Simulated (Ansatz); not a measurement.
Species: ScO (charge 0, doublet). The spin state was set by rule; other spins were not relaxed. SMILES: [O]=[Sc]
Geometry: optimised at B3LYP-D3(BJ)/def2-TZVP (Ansatz, a first-principles code).

Computed values are from Ansatz. Cores are frozen in the correlated levels unless marked. Open shells are spin-unrestricted. Spin-orbit coupling is left out. Frozen are the shells of the preceding noble gas and the d and f shells that filled before the atom's block. No relativistic terms. CBS(X,Y): correlation extrapolated as X^-3; Hartree-Fock from the larger set.

vertical ionisation energy (to the singlet): 6.22 eV at CCSD(T)/CBS(def2-TZVPPD,def2-QZVPPD)
total energy: -835.0348 Eh at CCSD(T)/CBS(def2-TZVPPD,def2-QZVPPD)
dipole moment: 3.52 D at CCSD(T)/def2-SVPD
T1 diagnostic: 0.035 at CCSD/def2-QZVPPD
